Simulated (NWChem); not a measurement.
Program: NWChem. System: diiodomethane (CH$_{2}$I$_{2}$), charge 0, spin multiplicity 1, at a geometry optimised with B3LYP/def2-SVP with def2 effective core potentials on I. Level: CCSD(T)/def2-SVP with def2 effective core potentials on I, 9 core orbitals frozen.

NWChem printed:

```
             Northwest Computational Chemistry Package (NWChem) 7.3.0
             --------------------------------------------------------

                                NWChem Input Module
                                -------------------

 Scaling coordinates for geometry "geometry" by  1.889725989
 (inverse scale =  0.529177249)

 Turning off AUTOSYM since
 SYMMETRY directive was detected!

                             Geometry "geometry" -> ""
                             -------------------------

 Output coordinates in angstroms (scale by  1.889725989 to convert to a.u.)

  No.       Tag          Charge          X              Y              Z
 ---- ---------------- ---------- -------------- -------------- --------------
    1 I                   53.0000     1.83907900     0.00000000     0.09076000
    2 C                    6.0000     0.00000000     0.00000000    -1.04898200
    3 I                   53.0000    -1.83907900     0.00000000     0.09076000
    4 H                    1.0000     0.00000000     0.90455800    -1.66335800
    5 H                    1.0000     0.00000000    -0.90455800    -1.66335800

 Effective nuclear repulsion energy (a.u.)     607.3704761000

            Nuclear Dipole moment (a.u.)
            ----------------------------
        X                 Y               Z
 ---------------- ---------------- ----------------
     0.0000000000     0.0000000000    -0.0000907068

      Symmetry information
      --------------------

 Group name             C2v
 Group number             16
 Group order               4
 No. of unique centers     3

      Symmetry unique atoms

     1    2    4


 Summary of "ao basis" -> "" (spherical)
 ------------------------------------------------------------------------------
       Tag                 Description            Shells   Functions and Types
 ---------------- ------------------------------  ------  ---------------------
 *                          def2-svp                  on all atoms

 Summary of "ao basis" -> "ao basis" (spherical)
 ------------------------------------------------------------------------------
       Tag                 Description            Shells   Functions and Types
 ---------------- ------------------------------  ------  ---------------------
 I                          def2-svp                10       26   4s4p2d
 C                          def2-svp                 6       14   3s2p1d
 H                          def2-svp                 3        5   2s1p
[...]
 ccsd(t): done        6 out of       47 progress:   12.8%
 ccsd(t): done        7 out of       47 progress:   14.9%
 ccsd(t): done        8 out of       47 progress:   17.0%
 ccsd(t): done        9 out of       47 progress:   19.1%
 ccsd(t): done       10 out of       47 progress:   21.3%
 ccsd(t): done       11 out of       47 progress:   23.4%
 ccsd(t): done       12 out of       47 progress:   25.5%
 ccsd(t): done       13 out of       47 progress:   27.7%
 ccsd(t): done       14 out of       47 progress:   29.8%
 ccsd(t): done       15 out of       47 progress:   31.9%
 ccsd(t): done       16 out of       47 progress:   34.0%
 ccsd(t): done       17 out of       47 progress:   36.2%
 ccsd(t): done       18 out of       47 progress:   38.3%
 ccsd(t): done       19 out of       47 progress:   40.4%
 ccsd(t): done       20 out of       47 progress:   42.6%
 ccsd(t): done       21 out of       47 progress:   44.7%
 ccsd(t): done       22 out of       47 progress:   46.8%
 ccsd(t): done       23 out of       47 progress:   48.9%
 ccsd(t): done       24 out of       47 progress:   51.1%
 ccsd(t): done       25 out of       47 progress:   53.2%
 ccsd(t): done       26 out of       47 progress:   55.3%
 ccsd(t): done       27 out of       47 progress:   57.4%
 ccsd(t): done       28 out of       47 progress:   59.6%
 ccsd(t): done       29 out of       47 progress:   61.7%
 ccsd(t): done       30 out of       47 progress:   63.8%
 ccsd(t): done       31 out of       47 progress:   66.0%
 ccsd(t): done       32 out of       47 progress:   68.1%
 ccsd(t): done       33 out of       47 progress:   70.2%
 ccsd(t): done       34 out of       47 progress:   72.3%
 ccsd(t): done       35 out of       47 progress:   74.5%
 ccsd(t): done       36 out of       47 progress:   76.6%
 ccsd(t): done       37 out of       47 progress:   78.7%
 ccsd(t): done       38 out of       47 progress:   80.9%
 ccsd(t): done       39 out of       47 progress:   83.0%
 ccsd(t): done       40 out of       47 progress:   85.1%
 ccsd(t): done       41 out of       47 progress:   87.2%
 ccsd(t): done       42 out of       47 progress:   89.4%
 ccsd(t): done       43 out of       47 progress:   91.5%
 ccsd(t): done       44 out of       47 progress:   93.6%
 ccsd(t): done       45 out of       47 progress:   95.7%
 ccsd(t): done       46 out of       47 progress:   97.9%
 ccsd(t): done       47 out of       47 progress:  100.0%
 Time for integral evaluation pass     1        1.40
 Time for triples evaluation pass      1        9.51

 pseudo-e(mp4)  -0.12727106511673E-01
 pseudo-e(mp5)   0.58079899405576E-03
        e(t)    -0.12146307517617E-01

 --------------
 CCSD(T) Energy
 --------------
 Reference energy:                    -632.287325326238260

 CCSD corr. energy:                     -0.410063030093258
 T(CCSD) corr. energy:                  -0.012727106511673
 Total CCSD+T(CCSD) energy:           -632.710115462843191

 CCSD corr. energy:                     -0.410063030093258
 (T) corr. energy:                      -0.012146307517617
 Total CCSD(T) energy:                -632.709534663849126

 routine      calls  cpu(0)   cpu-min  cpu-ave  cpu-max   i/o
 aoccsd          1     0.02     0.02     0.02     0.02    0.00
 iterdrv         1     0.02     0.02     0.02     0.02    0.00
 pampt          11     0.11     0.11     0.11     0.11    0.00
 t2pm           11     0.21     0.21     0.21     0.21    0.00
 sxy            11     0.28     0.28     0.28     0.28    0.00
 ints      3014638    23.84    23.84    23.84    23.84    0.00
 t2eri        5808    10.03    10.03    10.03    10.03    0.00
 idx2         5808     1.01     1.01     1.01     1.01    0.00
 idx34          11     0.18     0.18     0.18     0.18    0.00
 ht2pm          11     0.26     0.26     0.26     0.26    0.00
 itm            11     2.00     2.00     2.00     2.00    0.00
 pdiis          11     0.02     0.02     0.02     0.02    0.00
 triples         1     0.00     0.00     0.00     0.00    0.00
 rdtrpo          1     0.02     0.02     0.02     0.02    0.00
 trpmos          1     1.40     1.40     1.40     1.40    0.00
 trpdrv          1     1.10     1.10     1.10     1.10    0.00
 dovvv      394800     3.61     3.61     3.61     3.61    0.00
 doooo      394800     1.71     1.71     1.71     1.71    0.00
 tengy      376000     2.91     2.91     2.91     2.91    0.00
 Total                48.73    48.73    48.73    48.73    0.00

 Task  times  cpu:       51.4s     wall:       51.4s

 Total times  cpu:       51.4s     wall:       51.4s
```

**Question.** Write an NWChem input that would produce this output.

**Answer.** This is not unique; one that fits is 
```
start mol
memory heap 100 mb stack 700 mb global 1900 mb
geometry units angstroms nocenter noautoz
  I      1.839079     0.000000     0.090760
  C      0.000000     0.000000    -1.048982
  I     -1.839079     0.000000     0.090760
  H      0.000000     0.904558    -1.663358
  H      0.000000    -0.904558    -1.663358
  symmetry group C2v
end
basis spherical
  * library def2-svp
end
ecp
  I library def2-ecp
end
scf
  rhf
  nopen 0
  maxiter 100
  thresh 1e-7
  semidirect memsize 60000000 filesize 0
end
ccsd
  freeze core 9
  maxiter 60
end
task ccsd(t) energy
```
